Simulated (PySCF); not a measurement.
Species: C8H14NP.
Bonds: C1–C2 (double), C2–C3, C3–C4 (double), C4–C5, C4–P6, P6–N7, N7–C8, P6–C9, C9–C10, C3–C10. Hydrogens: H11, H12 on C1; H13 on C2; H14, H15, H16 on C5; H17 on N7; H18, H19, H20 on C8; H21, H22 on C9; H23, H24 on C10.

Definitions: NICS(0) = −σiso at the ring centroid; NICS(1) = −σiso and NICS(1)zz = −σzz at ±1 Å along the ring normal z. Level: GIAO PBE0/pcSseg-1 (PySCF, non-relativistic, gas phase) on the GFN2-xTB geometry, one conformer.

Ring bond lengths (Å), with Mayer bond orders in brackets: C3–C4 1.346 (1.67), C4–P6 1.829 (0.93), P6–C9 1.884 (0.93), C9–C10 1.529 (1.03), C10–C3 1.509 (1.04).

Task: Give the NICS values of each ring in ppm.

Result: 
| ring | type | NICS(0) | NICS(1), two faces | NICS(1)zz, two faces | rms pucker (Å) | centre to ring atoms, mean (Å) |
| --- | --- | --- | --- | --- | --- | --- |
| C3–C4–P6–C9–C10 | 5-membered ring with P; formal bonds 1 double, 4 single | -3.1 | -3.6 / -4.3 | -0.4 / -3.1 | 0.14 | 1.36 |

Task: What can be read from them?

Result: 
- C3–C4–P6–C9–C10: mean NICS(1)zz -1.7 ppm, near zero. C9, C10 have four or more neighbours; no verdict on aromaticity is drawn.

Task: List the ring angles and the Hirshfeld charges of the ring atoms.

Result: 
- C3–C4–P6–C9–C10: C3 115.3° (-0.010 e), C4 113.8° (-0.047 e), P6 88.5° (+0.179 e), C9 106.8° (-0.124 e), C10 107.8° (-0.074 e); sum 532.2° against 540° for a flat convex ring.
